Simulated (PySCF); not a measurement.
GeHFBr2, SMILES [F][GeH]([Br])[Br].

The structure is a stationary point at B3LYP-D3(BJ)/def2-SVP. The structure was generated by enumeration, and PubChem lists no compound with its InChIKey, so it may never have been made.

Two levels are set side by side: PBE/def2-TZVP (PySCF) and CAM-B3LYP/def2-TZVP (PySCF). Same geometry, gas phase. Differences are taken from unrounded values.

```csv
quantity,CAM-B3LYP,PBE,PBE minus CAM-B3LYP
orbital gap (eV),9.30,4.78,-4.51
highest occupied level (eV),-10.18,-7.56,2.61
lowest empty level (eV),-0.88,-2.78,-1.90
dipole moment (D),1.77,1.59,-0.18
mean polarisability (bohr³),66.1,69.3,3.1
```

PBE's occupied levels lie high since its potential decays too fast outside the molecule; exact exchange lowers them and widens the gap. Loosely held outer electrons make PBE densities more polarisable. Differences between two approximate levels are no errors against the true value.

Rough cost on one machine, each run with all the roots and properties that it gave: CAM-B3LYP against PBE within a factor of 2.
